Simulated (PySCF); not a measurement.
**Correlation energy of Ga⁺ (gallium, charge +1)**

[Ar] 3d10 4s1 4d1, high-spin 3D determinant (an excited configuration). Computed with PySCF 2.14 in dyall-av2z, with no relativity, point nucleus. Frozen: [Ar] 3d10; 2 electrons correlated; the 34 highest virtual orbitals of each spin left out.

Total MP2 correlation energy: -1.37 mhartree.

Same-spin part -1.37 and opposite-spin part 0.00 mhartree; SCS-MP2 scales them by 1/3 and 6/5 to -0.46 mhartree.
